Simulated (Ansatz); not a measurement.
One elementary step

Start structure (GeH5ClO, singlet), relaxed at PBE0-D4/def2-TZVP:

```
8
angstrom
Ge -0.7869 -0.9048 -0.4841
Cl 1.3248 -1.0096 -0.9891
H -1.4351 -2.0560 -1.2646
H -0.9014 -1.1010 1.0256
H -1.2962 0.4538 -0.9648
H 1.4492 0.8979 0.7035
O 0.7836 1.4169 1.1671
H 0.8619 2.3028 0.8064
```

The step: GeH₃Cl ([Cl][GeH3]) + H₂O → GeH₄O ([OH][GeH3]) + HCl; bonds formed: Ge1–O7, Cl2–H6; bonds broken: Ge1–Cl2, H6–O7. Program: Ansatz 0.2.0. Basis: def2-TZVPP and def2-QZVPP. Cores are frozen in the correlated methods. Filled d shells of the heavier atoms are correlated. The def2 sets are not built for correlating such inner shells, so the correlated values are less sure here. Extrapolation: Hartree–Fock as exp(−7.88 √X), correlation as X^−2.97. Energies below are by CCSD(T) at an estimated basis limit (MP2 extrapolated from triple and quadruple zeta, plus CCSD(T) − MP2 in triple zeta).

Problem. What are the electronic barrier and the energy of the step, from the start structure to the end structure? (An estimate is asked for; the value comes from the calculation.)

Solution. Computed: Barrier 110.9 kJ/mol; step energy 41.7 kJ/mol (uphill); reverse barrier, their difference, 69.2 kJ/mol. Barrier and step energy count from the start structure, the reverse barrier from the end structure.

The saddle point: One imaginary mode of 157i cm⁻¹.
```
   pair  start (Å)  saddle (Å)  end (Å)
 Ge1–O7       3.25        2.03     1.80
 Cl2–H6       2.55        1.89     1.31
Ge1–Cl2       2.17        2.58     4.17
  H6–O7       0.96        1.01     1.74
```

Zero-point energy (harmonic, PBE0-D4): ZPE is 126.4 kJ/mol at the start and 128.3 kJ/mol at the saddle, so the barrier goes from 110.9 to 112.8 kJ/mol.

No T1 diagnostic of these runs exceeds 0.012.

The step is the kind of ligand exchange by which a precursor binds to a hydroxyl group, or is hydrolysed, in atomic layer deposition of oxides.

Labels in which every atom is bracketed show which atoms are joined, not bond orders.

For scale, one of the runs: CCSD(T)/def2-TZVPP, 191 basis functions, launched by `ansatz run in.yaml --threads 4 --pin off --events-out ev --progress --plain --max-ram 9574MiB`. Hardware: 4 CPU threads of an Intel Xeon, shared host. Wall time 62 s; peak host memory 2.1 GiB.
